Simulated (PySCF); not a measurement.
## Field gradients at the hydrogen positions

C3H9FO2Si2.
Structure used (GFN2-xTB), in Å, numbered top down from 1:
```
atom  x, y, z in Å
C1     3.400    0.243   -0.174
O2     2.239   -0.578   -0.229
C3     1.134   -0.147    0.379
O4     1.059    0.908    0.967
Si5   -0.328   -1.366    0.163
F6     0.208   -2.486   -0.875
Si7   -2.168   -0.277   -0.718
C8    -2.673    1.139    0.440
H9     3.966    0.053   -1.083
H10    3.993   -0.022    0.703
H11    3.108    1.292   -0.106
H12   -0.415   -2.124    1.410
H13   -3.305   -1.199   -0.879
H14   -1.898    0.277   -2.057
H15   -1.830    1.793    0.644
H16   -3.031    0.762    1.394
H17   -3.466    1.744    0.011
```

Level: PBE0/pcSseg-1 (PySCF, non-relativistic); Q(2H) = 0.00286 b; rigid geometry, the same for H and D, with no vibrational averaging.

Task: Rank these positions by the coupling χzz of a deuteron there, largest first.
A. H10 (methyl hydrogen)
B. H9 (methyl hydrogen)
C. H11 (methyl hydrogen)
D. H14 (Si–H hydrogen)
E. H15 (methyl hydrogen)
F. H17 (methyl hydrogen)

Result: F (219 kHz), E (213 kHz), B (205 kHz), A (201 kHz), C (196 kHz), D (105 kHz).

Task: Give the electric field gradient Vzz (the principal value of largest size), its asymmetry and the 2H coupling at each hydrogen.

Result: 
```json
{"atom": "H9", "bonded to": "C1", "bond length (Å)": "1.088", "Vzz (au)": "0.3056", "η": "0.07", "χzz (kHz)": "205"}
{"atom": "H10", "bonded to": "C1", "bond length (Å)": "1.092", "Vzz (au)": "0.2988", "η": "0.09", "χzz (kHz)": "201"}
{"atom": "H11", "bonded to": "C1", "bond length (Å)": "1.092", "Vzz (au)": "0.2917", "η": "0.10", "χzz (kHz)": "196"}
{"atom": "H12", "bonded to": "Si5", "bond length (Å)": "1.462", "Vzz (au)": "0.1605", "η": "0.02", "χzz (kHz)": "108"}
{"atom": "H13", "bonded to": "Si7", "bond length (Å)": "1.472", "Vzz (au)": "0.1572", "η": "0.01", "χzz (kHz)": "106"}
{"atom": "H14", "bonded to": "Si7", "bond length (Å)": "1.474", "Vzz (au)": "0.1558", "η": "0.01", "χzz (kHz)": "105"}
{"atom": "H15", "bonded to": "C8", "bond length (Å)": "1.087", "Vzz (au)": "0.3177", "η": "0.00", "χzz (kHz)": "213"}
{"atom": "H16", "bonded to": "C8", "bond length (Å)": "1.087", "Vzz (au)": "0.3233", "η": "0.01", "χzz (kHz)": "217"}
{"atom": "H17", "bonded to": "C8", "bond length (Å)": "1.086", "Vzz (au)": "0.3252", "η": "0.01", "χzz (kHz)": "219"}
```

Task: Average by the element that carries the hydrogen.

Result: on C: 209 kHz over 6 positions, mean bond length 1.088 Å; on Si: 106 kHz over 3 positions, mean bond length 1.470 Å.

Isolated species at its GFN2-xTB geometry (one conformer only). GFN2-xTB frequencies show an imaginary mode (26i cm⁻¹), so this geometry is no minimum at that level. GFN2-xTB bond lengths can be off by several hundredths of an ångström, more for odd bonds, and the gradients follow them. A larger basis could move these couplings by a tenth or more.

These values come from a run that also computed NMR shieldings. The run took 71 s (with the writing of density and orbital grids) on Arm Neoverse N1, one thread, shared host, and the process peaked at 0.85 GiB of memory.
